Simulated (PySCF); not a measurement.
Mn²⁺ (manganese, charge +2) across methods

[Ar] 3d4 4s1, high-spin 6D determinant (an excited configuration). Calculation: PySCF 2.14, in aug-cc-pVDZ; no relativity, point nucleus. The B2PLYP total includes its PT2 part (frozen core); its orbital energies are those of the SCF part.

| method | E (hartree) | mean ε 3p β (eV) | mean ε 3d α (eV) | mean ε 4s α (eV) | Σ⟨r²⟩ (bohr²) | ⟨S²⟩ |
| --- | --- | --- | --- | --- | --- | --- |
| r2SCAN | -1149.825 | -76.957 | -33.065 | -22.413 | 20.58 | 8.750 |
| B2PLYP | -1149.592 | -81.989 | -37.827 | -23.721 | 20.69 | 8.751 |
| CAM-B3LYP | -1149.904 | -80.535 | -36.520 | -24.314 | 20.61 | 8.750 |
| PBE | -1149.589 | -76.049 | -32.425 | -22.182 | 20.62 | 8.750 |
| UHF | -1148.81833 | -86.676 | -42.541 | -24.984 | 20.87 | 8.751 |
| wB97M-V | -1149.786 | -81.735 | -37.501 | -24.973 | 20.73 | 8.750 |
| LDA | -1147.441 | -76.131 | -32.559 | -22.469 | 20.57 | 8.750 |
| revPBE | -1149.733 | -76.023 | -32.383 | -22.081 | 20.63 | 8.750 |
| PBE0 | -1149.640 | -79.106 | -35.156 | -22.990 | 20.62 | 8.750 |
